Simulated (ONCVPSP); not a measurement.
## Mg (Z = 12), ONCV: configuration errors across variants

magnesium (Mg), optimised norm-conserving Vanderbilt (ONCV), made with ONCVPSP 4.0.1 (BLYP, non-relativistic). Core [He], reference 2s2 2p6 3s1.5 (charge +0.5). Waves: 2s+3s: rc 1.25 bohr, ncon 4, nbas 8, qcut 10.6 1/bohr, 2 projectors; 2p: rc 0.65 bohr, ncon 5, nbas 8, qcut 16.3 1/bohr, 2 projectors, debl 1.1 Ha; d scattering state at 0.09 Ha: rc 1.35 bohr, ncon 4, nbas 7, qcut 8.1 1/bohr, 2 projectors, debl 3 Ha. Local part: polynomial inside 0.60 bohr (lpopt 5, dvloc0 4 Ha). Core correction: none.

In the p channel the program set the typed energies aside and used -1.869, 0.250 Ha.

All-electron excitation energies from the reference (eV): (1) 2s2 2p6 3s2 -3.086; (2) 2s2 2p6 3s1 4.795; (3) 2s2 2p6 3s0 19.985; (4) 2s2 2p5 3s2 55.455.

3 further variants failed, have other tests or another functional or relativity, and are left out.

Errors AE − PS in meV (a dash: test not solved or not reliable):

| change | (1) | (2) | (3) | (4) | bound ghosts | GHOST(+) flags above zero |
| --- | --- | --- | --- | --- | --- | --- |
| base | 0.0 | 0.0 | -0.3 | +60 | none | none |
| local potential polynomial inside 0.55 bohr (lpopt 5, dvloc0 0 Ha) | 0.0 | 0.0 | -0.3 | +61 | none | none |
| d: ncon 5, nbas 8 | 0.0 | 0.0 | -0.3 | +60 | none | none |

Give the same row for: p: qcut 24.6.

0.0, 0.0, -0.3, +53; bound ghosts: none; GHOST(+) flags above zero: none.
